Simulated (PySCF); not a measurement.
## How methods differ on the excitation energy of Os(2+)

Os(2+) [Xe] 4f14 5d6 (5D) → Os(2+) [Xe] 4f14 5d5 6s1 (7S), as a difference of total energies. Computed with PySCF 2.14 in x2c-TZVPPall (11s7p7d3f1g, 97 functions), with scalar relativity by spin-free X2C-1e. Correlated levels: valence: [Xe] 4f14 frozen. The calculations carry no spin-orbit coupling.

| method | excitation energy (eV) |
| --- | --- |
| UHF | -0.506 |
| LDA | 0.129 |
| PBE | 0.056 |
| PBE0 | 0.123 |
| r2SCAN | -0.193 |
| LC-wPBE | 0.335 |
| r2SCAN0 | -0.073 |
| revPBE | 0.083 |
| MP2 (valence) | 0.075 |
| SCS-MP2 (valence) | 0.662 |

Task: How much does correlation contribute at MP2 (valence)?

Result: 0.075 − (-0.506) = 0.581 eV, measured against UHF.

A first-order spin-orbit estimate (lowest level to lowest level, LS coupling) adds 0.460 eV.

The basis was made for the ground configuration and has no added diffuse functions, so the excitation energy can come out too high.
